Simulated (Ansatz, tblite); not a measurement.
Cost and result up the ladder for SiCl3(NiPr2) (C₆H₁₄Cl₃NSi) (25 atoms). Charge 0, multiplicity 1. Geometry: r2SCAN-D4/def2-SVP.

Cartesian coordinates in Å:
```
Si -0.7567 0.8176 -1.9173
Cl -0.3974 -0.4579 -3.5068
Cl -2.7855 1.1517 -1.8380
Cl 0.1426 2.6035 -2.4464
N -0.1141 0.2067 -0.4666
C 1.3528 -0.0131 -0.5014
C 2.0819 0.8689 0.5113
C 1.7110 -1.4936 -0.3759
C -0.8211 -0.1588 0.7780
C -1.4523 1.0515 1.4670
C -1.8134 -1.3041 0.5726
H 1.6893 0.3099 -1.5049
H 1.8079 0.6109 1.5470
H 3.1719 0.7434 0.4169
H 1.8375 1.9282 0.3407
H 1.4187 -1.9026 0.6047
H 1.2064 -2.0768 -1.1609
H 2.7979 -1.6355 -0.4817
H -0.0338 -0.5356 1.4531
H -2.2723 1.4724 0.8656
H -0.7025 1.8420 1.6253
H -1.8660 0.7646 2.4473
H -2.2357 -1.6261 1.5381
H -2.6498 -0.9981 -0.0739
H -1.3176 -2.1691 0.1060
```

Ansatz on 2 threads of AMD EPYC 7R13 on a shared host and a share (18 GiB) of an NVIDIA H100 80GB HBM3; xTB runs through tblite on one thread. Times are rough, summed over both states, and most runs start from the orbitals of an earlier one. PBE0-D4/def2-TZVP serves as the yardstick here, not as an exact answer. The other state is a doublet.

The xTB rows come from tblite. Single mean-field runs in def2-TZVP are fitted with def2-universal-jkfit.

Raw xTB energies of ions are shifted by several eV.

```csv
level,functions,wall time,vertical IE (eV),difference from PBE0-D4/def2-TZVP (eV)
GFN2-xTB,78,0.068 s,13.25,4.71
GFN1-xTB,92,0.075 s,13.43,4.90
PBE-D4/def2-TZVP (with forces),449,12 s,8.32,-0.21
r2SCANh-D4/def2-TZVP,449,12 s,8.42,-0.11
PBE0-D4/def2-TZVP,449,14 s,8.54,0.00
```
